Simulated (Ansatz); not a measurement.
Consider the cleavage of the Si–B bond: `B[SiH](F)F` + `N[SiH](Cl)Cl` → `F[SiH](F)N[SiH](Cl)Cl` + BH₃.

Gas-phase electronic energies from Ansatz, PBE0-D4/def2-TZVP geometries. CBS: MP2 limit from def2 TZ/QZ plus the TZ coupled-cluster correction, frozen cores. This one scheme is used for every species. DFT in def2-TZVPP. B3LYP here is the variant with VWN-RPA as its local correlation; programs differ in this. One conformer a species, not always the lowest.

```json
{"level": "PBE-D4", "ΔE (kcal/mol)": "-21.8", "difference from CCSD(T)/CBS": "4.2"}
{"level": "r2SCAN-D4", "ΔE (kcal/mol)": "-25.2", "difference from CCSD(T)/CBS": "0.8"}
{"level": "PBE0-D4", "ΔE (kcal/mol)": "-23.5", "difference from CCSD(T)/CBS": "2.5"}
{"level": "B3LYP-D4", "ΔE (kcal/mol)": "-25.6", "difference from CCSD(T)/CBS": "0.4"}
{"level": "ωB97X-V", "ΔE (kcal/mol)": "-24.8", "difference from CCSD(T)/CBS": "1.2"}
{"level": "ωB97M-V", "ΔE (kcal/mol)": "-26.4", "difference from CCSD(T)/CBS": "-0.4"}
{"level": "B2PLYP", "ΔE (kcal/mol)": "-25.1", "difference from CCSD(T)/CBS": "0.9"}
{"level": "PBE", "ΔE (kcal/mol)": "-20.1", "difference from CCSD(T)/CBS": "5.9"}
{"level": "r2SCAN", "ΔE (kcal/mol)": "-24.7", "difference from CCSD(T)/CBS": "1.3"}
{"level": "PBE0", "ΔE (kcal/mol)": "-21.9", "difference from CCSD(T)/CBS": "4.1"}
{"level": "B3LYP", "ΔE (kcal/mol)": "-22.9", "difference from CCSD(T)/CBS": "3.1"}
{"level": "HF/def2-TZVPP", "ΔE (kcal/mol)": "-26.7", "difference from CCSD(T)/CBS": "-0.7"}
{"level": "MP2/def2-TZVPP", "ΔE (kcal/mol)": "-28.1", "difference from CCSD(T)/CBS": "-2.1"}
{"level": "SCS-MP2/def2-TZVPP", "ΔE (kcal/mol)": "-27.5", "difference from CCSD(T)/CBS": "-1.5"}
{"level": "CCSD/def2-TZVPP", "ΔE (kcal/mol)": "-26.0", "difference from CCSD(T)/CBS": "0.0"}
{"level": "CCSD(T)/def2-TZVPP", "ΔE (kcal/mol)": "-26.2", "difference from CCSD(T)/CBS": "-0.2"}
{"level": "HF/def2-QZVPP", "ΔE (kcal/mol)": "-27.0", "difference from CCSD(T)/CBS": "-1.0"}
{"level": "MP2/def2-QZVPP", "ΔE (kcal/mol)": "-28.1", "difference from CCSD(T)/CBS": "-2.1"}
{"level": "SCS-MP2/def2-QZVPP", "ΔE (kcal/mol)": "-27.4", "difference from CCSD(T)/CBS": "-1.4"}
{"level": "HF/CBS(def2)", "ΔE (kcal/mol)": "-27.0", "difference from CCSD(T)/CBS": "-1.0"}
{"level": "MP2/CBS(def2)", "ΔE (kcal/mol)": "-27.9", "difference from CCSD(T)/CBS": "-1.9"}
{"level": "CCSD/CBS(def2)", "ΔE (kcal/mol)": "-25.8", "difference from CCSD(T)/CBS": "0.2"}
{"level": "CCSD(T)/CBS", "ΔE (kcal/mol)": "-26.0", "difference from CCSD(T)/CBS": "0"}
```

Largest T1 diagnostic among the species: 0.012.

The D4 term adds −2.7 kcal/mol with B3LYP and −1.6 kcal/mol with PBE0; it sums over pairs of atoms, weighted by their polarisabilities, and B3LYP, whose exchange is more repulsive, gets the larger term. From PBE to PBE0 (25 % exact exchange), in def2-TZVPP and without D4, ΔE moves by −1.9 kcal/mol.
